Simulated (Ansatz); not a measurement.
## Nudged elastic band run: LiSi₁₆, charge +1

Input file:

```yaml
crystal:
  lattice:
    - [0.0, 5.43, 5.43]
    - [5.43, 0.0, 5.43]
    - [5.43, 5.43, 0.0]
  atoms:
    - { symbol: Si, position: [0.00559633, 0.00088907, 0.00583882] }
    - { symbol: Si, position: [0.12780232, 0.13030861, 0.12805357] }
    - { symbol: Si, position: [0.00591954, 0.00122857, 0.50193266] }
    - { symbol: Si, position: [0.13562153, 0.12591346, 0.62661841] }
    - { symbol: Si, position: [0.00335217, 0.50285818, 0.00362875] }
    - { symbol: Si, position: [0.12755255, 0.6270555, 0.12782722] }
    - { symbol: Si, position: [0.00557208, 0.50513744, 0.5016757] }
    - { symbol: Si, position: [0.12780102, 0.62734733, 0.63107884] }
    - { symbol: Si, position: [0.5016784, 0.00122668, 0.00618578] }
    - { symbol: Si, position: [0.62637454, 0.12592162, 0.13586581] }
    - { symbol: Si, position: [0.50399023, 0.00355616, 0.50423298] }
    - { symbol: Si, position: [0.62679767, 0.1263127, 0.62706494] }
    - { symbol: Si, position: [0.50139589, 0.5051458, 0.00582273] }
    - { symbol: Si, position: [0.6308026, 0.62734917, 0.12805396] }
    - { symbol: Si, position: [0.50168705, 0.50543666, 0.50193931] }
    - { symbol: Si, position: [0.62635089, 0.63518435, 0.62660274] }
    - { symbol: Li, position: [0.75411126, 0.25364033, 0.75437347] }
total_charge: 1
basis:
  ecutwfc: 420.0
kpoints:
  mp_grid: { grid: [2, 2, 2] }
hamiltonian:
  xc: lda
  pseudopotentials: { kind: paw, azcp: { folder: soft_1 } }
scf:
  occupations: { method: gaussian, width: 0.02 }
  lower_state_search: "off"
neb:
  images: 7
  f_tol: 0.05
  initial_path: idpp
  max_iterations: 44
  optimiser: lbfgs
  final_atoms:
    - { symbol: Si, position: [-0.00259771, 0.00718797, -0.0024214] }
    - { symbol: Si, position: [0.12320873, 0.13466035, 0.12336793] }
    - { symbol: Si, position: [-0.00528522, 0.01054297, 0.49725405] }
    - { symbol: Si, position: [0.12322056, 0.13465919, 0.61851352] }
    - { symbol: Si, position: [-0.00135386, 0.5135422, -0.00117784] }
    - { symbol: Si, position: [0.12017914, 0.63892312, 0.12033742] }
    - { symbol: Si, position: [-0.00135579, 0.51352694, 0.48875722] }
    - { symbol: Si, position: [0.12415797, 0.63675266, 0.61941722] }
    - { symbol: Si, position: [0.49709401, 0.01052573, -0.00511055] }
    - { symbol: Si, position: [0.61834041, 0.13465704, 0.12338778] }
    - { symbol: Si, position: [0.49709809, 0.01050254, 0.49726071] }
    - { symbol: Si, position: [0.62214597, 0.13295731, 0.62232199] }
    - { symbol: Si, position: [0.48859409, 0.51351568, -0.00118059] }
    - { symbol: Si, position: [0.6192454, 0.63674024, 0.12433749] }
    - { symbol: Si, position: [0.49796274, 0.50552474, 0.49813222] }
    - { symbol: Si, position: [0.61925144, 0.63672324, 0.6194279] }
    - { symbol: Li, position: [0.86994272, 0.38981568, 0.87004711] }
  order_check: true
```

Run as:

```bash
$ ansatz run input.yaml --threads 1 --pin off --max-ram 3072MiB --backend cpu --events-out ev --progress --plain --runs-dir out
```

Output, in part (warnings, iteration lines):

```
NEB end point (image 0): max|allowed force component| = 6.439e-3 eV/Å (the criterion of neb.relax_end_points is 1.000e-2)
NEB end point (image 8): max|allowed force component| = 1.766e-2 eV/Å (the criterion of neb.relax_end_points is 1.000e-2)
NEB iter   1: max|band force component| = 1.395e0 eV/Å  barrier→ = 0.8922 eV  barrier← = 0.8911 eV  Δτ_max = 0.0253 Å  (72 SCF iters)
NEB iter   2: max|band force component| = 1.129e0 eV/Å  barrier→ = 0.7905 eV  barrier← = 0.7893 eV  Δτ_max = 0.1133 Å  (35 SCF iters)
NEB iter   3: max|band force component| = 2.431e-1 eV/Å  barrier→ = 0.6270 eV  barrier← = 0.6259 eV  CI = image 4  Δτ_max = 0.0040 Å  (42 SCF iters)
NEB iter   4: max|band force component| = 1.886e-1 eV/Å  barrier→ = 0.6215 eV  barrier← = 0.6203 eV  CI = image 4  Δτ_max = 0.0392 Å  (28 SCF iters)
NEB iter   5: max|band force component| = 1.211e-1 eV/Å  barrier→ = 0.5972 eV  barrier← = 0.5961 eV  CI = image 4  Δτ_max = 0.0258 Å  (40 SCF iters)
NEB iter   6: max|band force component| = 1.857e-1 eV/Å  barrier→ = 0.5864 eV  barrier← = 0.5853 eV  CI = image 4  Δτ_max = 0.0035 Å  (35 SCF iters)
NEB iter   7: max|band force component| = 1.251e-1 eV/Å  barrier→ = 0.5841 eV  barrier← = 0.5830 eV  CI = image 4  Δτ_max = 0.0126 Å  (28 SCF iters)
NEB iter   8: max|band force component| = 1.237e-1 eV/Å  barrier→ = 0.5780 eV  barrier← = 0.5768 eV  CI = image 4  Δτ_max = 0.0106 Å  (35 SCF iters)
NEB iter   9: max|band force component| = 1.450e-1 eV/Å  barrier→ = 0.5745 eV  barrier← = 0.5733 eV  CI = image 4  Δτ_max = 0.0030 Å  (35 SCF iters)
NEB iter  10: max|band force component| = 9.768e-2 eV/Å  barrier→ = 0.5736 eV  barrier← = 0.5724 eV  CI = image 4  Δτ_max = 0.0103 Å  (24 SCF iters)
NEB iter  11: max|band force component| = 8.467e-2 eV/Å  barrier→ = 0.5712 eV  barrier← = 0.5701 eV  CI = image 4  Δτ_max = 0.0075 Å  (33 SCF iters)
NEB iter  12: max|band force component| = 1.098e-1 eV/Å  barrier→ = 0.5695 eV  barrier← = 0.5684 eV  CI = image 4  Δτ_max = 0.0022 Å  (33 SCF iters)
NEB iter  13: max|band force component| = 7.421e-2 eV/Å  barrier→ = 0.5690 eV  barrier← = 0.5678 eV  CI = image 4  Δτ_max = 0.0065 Å  (22 SCF iters)
NEB iter  14: max|band force component| = 5.673e-2 eV/Å  barrier→ = 0.5677 eV  barrier← = 0.5666 eV  CI = image 4  Δτ_max = 0.0053 Å  (28 SCF iters)
NEB iter  15: max|band force component| = 8.158e-2 eV/Å  barrier→ = 0.5670 eV  barrier← = 0.5658 eV  CI = image 4  Δτ_max = 0.0017 Å  (28 SCF iters)
NEB iter  16: max|band force component| = 5.796e-2 eV/Å  barrier→ = 0.5667 eV  barrier← = 0.5655 eV  CI = image 4  Δτ_max = 0.0055 Å  (21 SCF iters)
NEB iter  17: max|band force component| = 4.492e-2 eV/Å  barrier→ = 0.5659 eV  barrier← = 0.5648 eV  CI = image 4  Δτ_max = 0.0272 Å  (28 SCF iters)
NEB iter  18: max|band force component| = 7.289e-2 eV/Å  barrier→ = 0.5635 eV  barrier← = 0.5623 eV  CI = image 4  Δτ_max = 0.0269 Å  (5 SCF iters)
NEB iter  19: max|band force component| = 8.406e-3 eV/Å  barrier→ = 0.5634 eV  barrier← = 0.5623 eV  CI = image 4  CI's point: of a kind that is not told: the force calls were inconclusive, a negative curvature could not be distinguished from the path's own, the only one lies far off the path, or fixed occupations may fill a level only in part  Δτ_max = 0.0000 Å  (226 SCF iters)
```

The run converged. The band force fell under the threshold earlier too, but the program's further tests of the path sent the band on. By the program's own check the climbing image is of a kind that is not told: the force calls were inconclusive, a negative curvature could not be distinguished from the path's own, the only one lies far off the path, or fixed occupations may fill a level only in part (lowest curvatures found: -2.21 and 0.89 eV/Å²). Limits of this set-up: PAW files made for another functional, charged cell in a uniform background, uncorrected.

Final band (atoms are numbered from 1 in the order of the input):

```
image  path coordinate (Å)  energy (eV)  Si3–Li17 (Å)  Si9–Li17 (Å)  Si12–Li17 (Å)
    0                 0.00         0.00          2.74          2.74           2.39
    1                 0.32         0.06          2.87          2.87           2.51
    2                 0.63         0.24          3.06          3.06           2.75
    3                 0.95         0.46          3.28          3.28           3.06
    4                 1.26         0.56          3.52          3.52           3.37
    5                 1.59         0.46          3.78          3.78           3.70
    6                 1.91         0.23          4.05          4.05           4.05
    7                 2.24         0.05          4.31          4.31           4.41
    8                 2.56         0.00          4.47          4.47           4.66
```

Time of the run: 9.8 min on 1 thread of AMD EPYC 7R43 64-Core Processor (Zen 3) (shared host), peak memory 0.93 GiB.
